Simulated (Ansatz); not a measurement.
Program: Ansatz. Geometries: PBE0-D4/def2-TZVP. ΔE: electronic, gas phase. CCSD(T)/CBS adds triple-zeta CCSD(T) − MP2 to the extrapolated MP2 energy (def2 sets, frozen cores). This one scheme is used for every species. Functionals use def2-TZVPP. B3LYP here is the variant with VWN-RPA as its local correlation; programs differ in this. Each species was taken in one conformer, which may not be the lowest.

Reaction (silylene formation by 1,1-elimination): `BOC[SiH](F)F` → `F[Si]F` + `BOC`

**Question.** Is it downhill or uphill in electronic energy at CCSD(T)/CBS, and by how much? (Best estimate.)

**Answer.** Computed: Uphill: ΔE = +129.8 kJ/mol.

**Question.** What do these levels give: PBE0-D4, r2SCAN, B3LYP, CCSD(T)/def2-TZVPP, HF/def2-QZVPP, CCSD/CBS(def2)? (An estimate is asked.)

**Answer.** The calculation gave: PBE0-D4 136.1, r2SCAN 141.5, B3LYP 106.1, CCSD(T)/def2-TZVPP 126.0, HF/def2-QZVPP 126.5, CCSD/CBS(def2) 129.6 kJ/mol.

Largest T1 diagnostic among the species: 0.015.

The D4 term adds +14.2 kJ/mol with B3LYP and +7.8 kJ/mol with PBE0; it sums over pairs of atoms, weighted by their polarisabilities, and B3LYP, whose exchange is more repulsive, gets the larger term. From PBE to PBE0 (25 % exact exchange), in def2-TZVPP and without D4, ΔE moves by +17.3 kJ/mol.
